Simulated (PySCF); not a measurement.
CH₄Cl₂SSi, SMILES C[Si](S)(Cl)Cl.

Geometry optimised at PBE-D3(BJ)/def2-SVP. One conformer was computed; it need not be the lowest.

Method: HF/def2-TZVP (PySCF).

Isolated molecule, no solvent.

Task: Estimate the frontier levels, gap, dipole moment and polarisability. (Estimate from the structure and the level; the computed values follow.)

Result: 
- highest occupied level = -10.77 eV
- lowest empty level = 3.17 eV
- orbital gap = 13.94 eV
- dipole moment = 2.52 D
- quadrupole, principal values (traceless, Buckingham form, about the centre of nuclear charge) = -5.16, 1.25, 3.91 D·Å
- mean static polarisability = 73.5 bohr³ (10.90 Å³)
- polarisability, principal values = 67.6, 75.0, 77.9 bohr³
